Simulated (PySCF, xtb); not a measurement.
Zn(Cl)(OH) (ClHOZn), SMILES [OH][Zn][Cl].

GFN2-xTB (xtb) at its own geometry gives an orbital gap of 3.63 eV and a dipole moment of 3.28 D.

Coordinates come from a B3LYP-D3(BJ)/def2-TZVP optimisation. The values are those of a single conformer.

What does ωB97X/def2-TZVPD (PySCF) give? (Estimate from the structure and the level; the computed values follow.)

gap 11.58 eV (levels -11.21 and 0.37 eV), dipole 1.67 D.
